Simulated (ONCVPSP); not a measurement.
## An all-electron radial function and its pseudo partner (zinc (Zn))

Columns: radius, all-electron u(r) and pseudo u(r) of the 3s shell (level -133.29 eV) of zinc in the configuration [Ne] 3s2 3p6 3d10 4s1.5; LDA (Perdew-Zunger), scalar-relativistic, ONCV scheme, ONCVPSP 4.0.1.

```
r (bohr)  all-electron  pseudo
   0.057        0.1173  0.0610
   0.115       -0.5797  0.1460
   0.172       -0.7024  0.2673
   0.230       -0.3880  0.4320
   0.288        0.0927  0.6280
   0.345        0.5494  0.8307
   0.402        0.9112  1.0192
   0.460        1.1610  1.1745
   0.518        1.2999  1.2776
   0.575        1.3497  1.3231
   0.632        1.3362  1.3172
   0.690        1.2783  1.2681
   0.747        1.1945  1.1901
   0.805        1.0942  1.0928
   0.862        0.9900  0.9896
   0.920        0.8841  0.8839
   0.977        0.7842  0.7840
   1.035        0.6891  0.6889
   1.092        0.6033  0.6032
   1.150        0.5244  0.5243
   1.208        0.4539  0.4538
   1.265        0.3925  0.3924
   1.322        0.3384  0.3383
   1.380        0.2902  0.2902
   1.438        0.2484  0.2484
   1.495        0.2128  0.2127
```

**Question.** How many radial nodes do the two functions have?

**Answer.** The all-electron 3s function has n − l − 1 = 2; the pseudo-wave has 0, since the states of the same l below it are removed with the core.

**Question.** At about which radius was the pseudo-wave matched?

**Answer.** 0.95 bohr. The columns agree to 0.0005 from 0.86 bohr on; several derivatives are matched, so the curves merge somewhat inside the radius.

**Question.** Where does each function peak?

**Answer.** Outermost all-electron maximum near 0.57 bohr, pseudo maximum near 0.57 bohr (to the table’s step).

**Question.** Is the pseudo-wave norm-conserving?

**Answer.** Yes: the ONCV scheme keeps the norm inside the radius equal to the all-electron one, which fixes the energy derivative of the logarithmic derivative at the level.
